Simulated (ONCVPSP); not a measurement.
## Before and after: ONCV potential for Tc

```json
{
 "Element": "technetium",
 "Generator": "ONCVPSP 4.0.1",
 "Type": "optimised norm-conserving Vanderbilt (ONCV)",
 "Functional": "PBE",
 "Relativity": "scalar-relativistic",
 "Frozen core": "[Ar] 3d10",
 "Valence charge": "15",
 "Reference configuration": "4s2 4p6 4d5 5s2",
 "Partial waves": "4s+5s: rc 1.50 bohr, ncon 4, nbas 7, qcut 8.4 1/bohr, 2 projectors; 4p: rc 1.90 bohr, ncon 4, nbas 8, qcut 5.6 1/bohr, 2 projectors, debl 3 Ha; 4d: rc 1.80 bohr, ncon 3, nbas 8, qcut 8.9 1/bohr, 3 projectors, debl 3.6 Ha",
 "Local potential": "polynomial inside 0.95 bohr (lpopt 2, dvloc0 -1 Ha)",
 "Core correction": "Teter function, fcfact 5.5, rcfact 1.6"
}
```

All-electron outer shells of the reference configuration (PBE, scalar-relativistic, ld1.x):

| shell | level (eV) | outermost node (bohr) | outermost maximum (bohr) |
| --- | --- | --- | --- |
| 3d | -249.88 | – | 0.31 |
| 4s | -73.38 | 0.50 | 0.95 |
| 4p | -45.34 | 0.51 | 1.03 |
| 4d | -6.66 | 0.50 | 1.27 |
| 5s | -5.04 | 1.28 | 2.72 |

Change: core correction polynomial model core, fcfact 0.3.

Cutoffs: the cutoffs (Ha) at which the residual kinetic energy of the hardest occupied pseudo-wave falls to 1 and 0.1 mHa per electron; they do not see the model core or the augmentation charge, which bear on the density cutoff. Errors are all-electron minus pseudo energies relative to the spin-unpolarised reference configuration.

Predict the effect on cutoff, ghosts and configuration errors.

The potential gets neither clearly harder nor softer (25 Ha and 29 Ha → 25 Ha and 29 Ha); of the 4 tests that both files solve, the error grows in 0 and shrinks in 3 by more than 15 % and 0.3 meV (median size 4.1 → 2.9 meV); neither file shows a bound ghost. A model core, the more so a compact one, raises the density cutoff, which this test does not measure.

| quantity | base | changed |
| --- | --- | --- |
| cutoff, loose | 25 Ha | 25 Ha |
| cutoff, tight | 29 Ha | 29 Ha |
| bound ghosts | none | none |
| GHOST(+) flags under 300 eV | s at 281.5 eV | s at 281.5 eV |
| error for 4s2 4p6 4d5 5s1, meV [ΔE 8.15 eV] | -1.6 | -1.4 |
| error for 4s2 4p6 4d5 5s0, meV [ΔE 23.01 eV] | -5.8 | -4.7 |
| error for 4s2 4p6 4d4 5s0, meV [ΔE 51.71 eV] | -4.4 | -2.8 |
| error for 4s2 4p6 4d6 5s1, meV [ΔE -0.94 eV] | -3.7 | -3.0 |
| s: phases at 1.53 bohr within 0.05 rad from the reference energy up to (Ha; the scan ends near 5) | to the end of the scan | to the end of the scan |
| p: phases at 1.93 bohr within 0.05 rad from the reference energy up to (Ha; the scan ends near 5) | to the end of the scan | to the end of the scan |
| d: phases at 1.83 bohr within 0.05 rad from the reference energy up to (Ha; the scan ends near 5) | to the end of the scan | to the end of the scan |
| rms error of d²Exc/dni dnj with the model core, mHa | 3.24 | 0.49 |
